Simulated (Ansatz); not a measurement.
Program: Ansatz. Geometries: PBE0-D4/def2-TZVP. ΔE: electronic, gas phase. CCSD(T)/CBS is the MP2 limit (def2-TZVPP, def2-QZVPP) plus CCSD(T) − MP2 in def2-TZVPP, frozen cores. Functionals use def2-TZVPP. B3LYP here is the variant with VWN-RPA as its local correlation; programs differ in this. For Ga outer-core shells are correlated without core-valence functions, which leaves a few kJ/mol of doubt a bond. Scalar relativity is left out up to krypton. One conformer a species, not always the lowest.

Consider the redistribution: `COB(C)F` + `C#[C][Ga]([Cl])[Cl]` → `C#CB(C)F` + `C[O][Ga]([Cl])[Cl]`.

CCSD(T)/CBS gives +79.5 kJ/mol.

(1) Another level gave +79.9 kJ/mol. Which?
A. HF/def2-TZVPP
B. revPBE-D4/def2-TZVPP
C. r2SCAN0/def2-TZVPP
D. B3LYP-D4/def2-TZVPP

Largest T1 diagnostic among the species: 0.013.

Answers

(1) C. r2SCAN0 79.9, revPBE-D4 68.6, B3LYP-D4 74.0, HF/def2-TZVPP 84.4 kJ/mol.

In def2-TZVPP, CCSD(T) changes the Hartree–Fock value by −3.8 kJ/mol (the triples alone add −1.2 kJ/mol) and MP2 by −4.8 kJ/mol. From BLYP to BHLYP (50 % exact exchange), in def2-TZVPP and without D4, ΔE moves by +13.8 kJ/mol.
